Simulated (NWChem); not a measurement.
The numbers come from NWChem runs, not from measurements. System: CH$_{3}$S, charge 1, spin multiplicity 1, at the geometry of a parent with another charge or spin, in a state set for the comparison that need not be this species' ground state. Level: LDA (SVWN5)/def2-TZVPD.

Job file:

```
start mol
memory heap 200 mb stack 900 mb global 1100 mb
charge 1
geometry units angstroms nocenter noautoz noautosym
  C     -1.033350     0.470235     0.064768
  S      0.497951    -0.311638    -0.028602
  H     -1.911062    -0.175805     0.037741
  H     -1.132517     1.552008    -0.018366
  H      1.276456     0.788590     0.049649
end
basis spherical
  * library def2-tzvpd
end
dft
  xc slater vwn_5
  semidirect memsize 60000000 filesize 0
  iterations 100
end
task dft energy
```

Part of the output:

```
             Northwest Computational Chemistry Package (NWChem) 7.3.0
             --------------------------------------------------------

                                NWChem Input Module
                                -------------------

 Scaling coordinates for geometry "geometry" by  1.889725989
 (inverse scale =  0.529177249)

                             Geometry "geometry" -> ""
                             -------------------------

 Output coordinates in angstroms (scale by  1.889725989 to convert to a.u.)

  No.       Tag          Charge          X              Y              Z
 ---- ---------------- ---------- -------------- -------------- --------------
    1 C                    6.0000    -1.03335000     0.47023500     0.06476800
    2 S                   16.0000     0.49795100    -0.31163800    -0.02860200
    3 H                    1.0000    -1.91106200    -0.17580500     0.03774100
    4 H                    1.0000    -1.13251700     1.55200800    -0.01836600
    5 H                    1.0000     1.27645600     0.78859000     0.04964900

 Effective nuclear repulsion energy (a.u.)      50.5371023682

            Nuclear Dipole moment (a.u.)
            ----------------------------
        X                 Y               Z
 ---------------- ---------------- ----------------
    -0.0000132281    -0.0000094486    -0.0000000000


 Summary of "ao basis" -> "" (spherical)
 ------------------------------------------------------------------------------
       Tag                 Description            Shells   Functions and Types
 ---------------- ------------------------------  ------  ---------------------
 *                         def2-tzvpd                 on all atoms

                                 NWChem DFT Module
                                 -----------------

 Summary of "ao basis" -> "ao basis" (spherical)
 ------------------------------------------------------------------------------
       Tag                 Description            Shells   Functions and Types
 ---------------- ------------------------------  ------  ---------------------
[...]
 Vector   12  Occ=2.000000D+00  E=-5.663113D-01
              MO Center= -7.6D-03, -2.2D-02,  6.5D-02, r^2= 1.7D+00
   Bfn.  Coefficient  Atom+Function         Bfn.  Coefficient  Atom+Function
  ----- ------------  ---------------      ----- ------------  ---------------
    55      0.437278  2 S  pz                 9      0.233923  1 C  pz
    12      0.218566  1 C  pz                58      0.199307  2 S  pz
    52      0.197377  2 S  pz                46     -0.165703  2 S  pz
    54     -0.128976  2 S  py                15      0.080596  1 C  pz
    49     -0.070844  2 S  pz                57     -0.064439  2 S  py

 Vector   13  Occ=0.000000D+00  E=-4.198342D-01
              MO Center= -4.3D-01,  1.9D-01,  4.8D-02, r^2= 2.1D+00
   Bfn.  Coefficient  Atom+Function         Bfn.  Coefficient  Atom+Function
  ----- ------------  ---------------      ----- ------------  ---------------
     9      0.393377  1 C  pz                12      0.373927  1 C  pz
    55     -0.362587  2 S  pz                58     -0.285465  2 S  pz
    15      0.255195  1 C  pz                52     -0.169381  2 S  pz
    46      0.133009  2 S  pz                70      0.065283  2 S  d  1
    49      0.056989  2 S  pz                65      0.048060  2 S  d  1

 Vector   14  Occ=0.000000D+00  E=-2.779081D-01
              MO Center=  4.3D-01,  3.1D-03, -1.1D-02, r^2= 2.9D+00
   Bfn.  Coefficient  Atom+Function         Bfn.  Coefficient  Atom+Function
  ----- ------------  ---------------      ----- ------------  ---------------
    56      0.548448  2 S  px               104     -0.534269  5 H  s
    53      0.372208  2 S  px                 4      0.330679  1 C  s
   103     -0.277476  5 H  s                  5      0.214294  1 C  s
    13      0.207094  1 C  px                 3      0.160715  1 C  s
    50      0.161251  2 S  px                67     -0.138113  2 S  d -2

 Vector   15  Occ=0.000000D+00  E=-2.328991D-01
              MO Center=  5.7D-01,  2.2D-01,  1.1D-02, r^2= 3.6D+00
   Bfn.  Coefficient  Atom+Function         Bfn.  Coefficient  Atom+Function
  ----- ------------  ---------------      ----- ------------  ---------------
    41      0.408455  2 S  s                 42      0.399927  2 S  s
    86      0.377266  3 H  s                  5     -0.366146  1 C  s
    54      0.310725  2 S  py               104     -0.290810  5 H  s
     4     -0.264209  1 C  s                 57      0.248725  2 S  py
   103     -0.240671  5 H  s                 40     -0.218575  2 S  s

 center of mass
 --------------
 x =   0.06994151 y =  -0.08601720 z =  -0.00272167

 moments of inertia (a.u.)
 ------------------
          31.522766837624          39.751744803382           4.441855492015
          39.751744803382          97.751186650874          -2.326263496589
           4.441855492015          -2.326263496589         128.697893924386

     Multipole analysis of the density
     ---------------------------------

     L   x y z        total         alpha         beta         nuclear
     -   - - -        -----         -----         ----         -------
     0   0 0 0      1.000000    -12.000000    -12.000000     25.000000

     1   1 0 0     -0.333020     -0.166503     -0.166503     -0.000013
     1   0 1 0      0.598377      0.299193      0.299193     -0.000009
     1   0 0 1      0.007969      0.003985      0.003985     -0.000000

     2   2 0 0     -6.823997    -33.655787    -33.655787     60.487577
     2   1 1 0     -0.557983     10.101186     10.101186    -20.760354
     2   1 0 1     -0.094127      1.055319      1.055319     -2.204765
     2   0 2 0    -10.456418    -15.838070    -15.838070     21.219721
     2   0 1 1      0.092190     -0.541999     -0.541999      1.176187
     2   0 0 2    -13.463116     -6.807417     -6.807417      0.151718

 Task  times  cpu:        4.1s     wall:        4.1s

 Total times  cpu:        4.1s     wall:        4.1s
```
